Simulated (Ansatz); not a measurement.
The cluster Rh5. Total charge 0; doublet. Geometry PBE0-D4/def2-SVP.

```xyz
5

Rh    0.646    1.552    0.416
Rh    0.513   -0.885    1.151
Rh    1.277   -0.120   -1.215
Rh   -0.907   -1.126   -0.952
Rh   -1.529    0.579    0.599
```

In the def2 sets Rh takes a core potential; there is no spin–orbit coupling. LC-ωPBE has ω = 0.4 bohr⁻¹. At PBE-D4/def2-SVP, r2SCAN-D4/def2-TZVP, PBE0-D4/def2-SVP, PBE0-D4/def2-TZVP and others the charge 0 doublet is spin-contaminated (final ⟨S²⟩ up to 3.34, 0.75 for a pure state). At PBE-D4/def2-SVP the gap within one spin of the charge 0 doublet nearly closes, so an electron or hole may be smeared out by delocalisation error. The structure comes from a short search, and lower isomers may exist.

(1) Estimate the α-spin orbital energies around the gap (eV) in Ansatz with PBE-D4/def2-SVP, r2SCAN-D4/def2-TZVP, PBE0-D4/def2-SVP, PBE0-D4/def2-TZVP, LC-ωPBE/def2-TZVP.

Results:

(1) 
| orbital | PBE-D4/def2-SVP | r2SCAN-D4/def2-TZVP | PBE0-D4/def2-SVP | PBE0-D4/def2-TZVP | LC-ωPBE/def2-TZVP |
| --- | --- | --- | --- | --- | --- |
| HOMO−13 | -6.16 | -6.28 | -7.09 | -7.06 | -9.01 |
| HOMO−12 | -5.94 | -5.94 | -6.59 | -6.58 | -8.68 |
| HOMO−11 | -5.38 | -5.28 | -6.22 | -6.19 | -8.61 |
| HOMO−10 | -5.34 | -5.22 | -6.22 | -6.19 | -8.45 |
| HOMO−9 | -5.11 | -5.12 | -6.00 | -5.97 | -8.36 |
| HOMO−8 | -5.09 | -4.99 | -5.81 | -5.78 | -8.35 |
| HOMO−7 | -4.66 | -4.72 | -5.81 | -5.78 | -8.28 |
| HOMO−6 | -4.55 | -4.58 | -5.73 | -5.70 | -7.98 |
| HOMO−5 | -4.37 | -4.40 | -5.46 | -5.43 | -7.73 |
| HOMO−4 | -4.36 | -4.18 | -5.36 | -5.34 | -7.55 |
| HOMO−3 | -4.08 | -4.11 | -5.12 | -5.09 | -7.37 |
| HOMO−2 | -4.05 | -4.08 | -4.89 | -4.87 | -7.24 |
| HOMO−1 | -3.99 | -3.90 | -4.88 | -4.85 | -6.86 |
| HOMO | -3.77 | -3.73 | -4.74 | -4.72 | -6.64 |
| LUMO | -3.70 | -3.41 | -2.49 | -2.47 | -0.41 |
| LUMO+1 | -3.54 | -3.35 | -2.41 | -2.39 | -0.34 |
| LUMO+2 | -3.39 | -3.20 | -2.33 | -2.30 | -0.04 |
| LUMO+3 | -3.23 | -2.97 | -2.15 | -2.14 | 0.80 |
| LUMO+4 | -3.22 | -2.95 | -2.11 | -2.10 | 0.82 |
| LUMO+5 | -2.80 | -2.59 | -1.88 | -1.88 | 1.05 |
| β HOMO | -3.81 | -3.90 | -4.76 | -4.74 | -6.55 |
| β LUMO | -3.42 | -3.14 | -2.34 | -2.33 | -0.36 |
